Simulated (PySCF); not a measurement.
Here is a computed PBE0-D3(BJ)/def2-SVP geometry (Å):
```
atom  x, y, z in Å
C1    -1.7859   -0.7219    0.3030
C2    -0.9404    0.0403   -0.7252
B3    -0.3941    1.3781   -0.1134
S4     1.2933    1.7726    0.3315
Ge5    2.4635   -0.0764   -0.1772
H6    -1.1794   -1.0402    1.1658
H7    -2.2354   -1.6263   -0.1356
H8    -2.6056   -0.0984    0.6923
H9    -1.5803    0.3080   -1.5859
H10   -0.1505   -0.6185   -1.1221
H11   -1.1599    2.2788    0.1521
H12    3.8928    0.2115    0.3056
H13    1.8795   -1.2897    0.5649
H14    2.4485   -0.3177   -1.6956
```

Neutral, closed shell.

Problem. Read off the bonds between heavy atoms and their formal orders.

Solution. C1–C2 1.53 Å (single); C2–B3 1.57 Å (single); B3–S4 1.79 Å (single); S4–Ge5 2.25 Å (single). Bonds to hydrogen (Å): C1–H6 1.10; C1–H7 1.10; C1–H8 1.10; C2–H9 1.11; C2–H10 1.10; B3–H11 1.21; Ge5–H12 1.54; Ge5–H13 1.54; Ge5–H14 1.54.

Problem. Give the structure as a SMILES string.

Solution. `CCB[S][GeH3]`, C2H9BGeS.

Problem. What is the point group of this geometry?

Solution. C1 (no symmetry element, even within 0.4 Å).

Problem. Classify the heavy atoms.

Solution. C1: methyl carbon; C2: sp3 carbon bound to boron; B3: three-coordinate boron; S4: sulfur bonded to B and Ge; Ge5: germanium bonded to S and 3 H.

Problem. What is the arrangement about Ge5?

Solution. It has 4 neighbours (S4, H12, H13, H14) and is distorted tetrahedral (angles from 105.0° to 110.5°).

Problem. What is the arrangement about B3?

Solution. It has 3 neighbours (C2, S4, H11) and is planar (angles 127.8°, 119.9° and 112.2°, sum 360.0°, 0.02 Å off the plane of its three neighbours).
